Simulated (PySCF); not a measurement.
A structure optimised at PBE-D3(BJ)/def2-SVP, used in a PySCF frequency run:

```
Al
Cl 1 2.1135
Se 1 2.3218 2 116.90
H 3 1.4865 1 91.62 2 180.00
Se 1 2.3218 2 116.90 3 180.00
H 5 1.4865 1 91.62 2 180.00
```

Task: Write its SMILES, formula and point group.

Result: [Cl][Al]([SeH])[SeH], AlClH2Se2, C2v

Task: What are its rotational constants (standard atomic weights)?

Result: 1.6686, 0.74171, 0.51346 GHz
